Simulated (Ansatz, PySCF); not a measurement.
Input for PySCF:
```python
from pyscf import gto, scf, dft

mol = gto.M(
    atom='''
W     0.124372   -0.026689    0.042043
O     1.374432   -0.372679   -1.059240
O     0.515292   -0.032840    1.698040
F    -1.069149    1.506489   -0.518813
F    -1.633223   -0.926582   -0.394692
''',
    basis='def2-svp',
    ecp={'W': 'def2-svp'},
    charge=-1,
    spin=1,
    verbose=4,
)

mf = dft.UKS(mol)
mf.xc = 'blyp'
mf.grids.atom_grid = (99, 590)
mf.grids.prune = None
mf.kernel()
```

**Question.** Write the same job for Ansatz (a first-principles code).

**Answer.** Several could match; the one computed here: 
Ansatz 0.2 input:
```yaml
crystal:
  periodic: [false, false, false]
  atoms:
    - {symbol: W, position_ang: [0.12437238, -0.02668928, 0.04204265]}
    - {symbol: O, position_ang: [1.37443193, -0.37267944, -1.05924020]}
    - {symbol: O, position_ang: [0.51529214, -0.03283966, 1.69803959]}
    - {symbol: F, position_ang: [-1.06914879, 1.50648899, -0.51881320]}
    - {symbol: F, position_ang: [-1.63322329, -0.92658236, -0.39469247]}
basis:
  gaussian:
    orbitals: def2-SVP
hamiltonian:
  xc: blyp
total_charge: -1
magnetization: {spin_polarized: true, initial_magnetization: 1}
accuracy: high
```

Both were run: PySCF gave -417.185650 Eh and Ansatz -417.185659 Eh, 0.009 mEh apart.
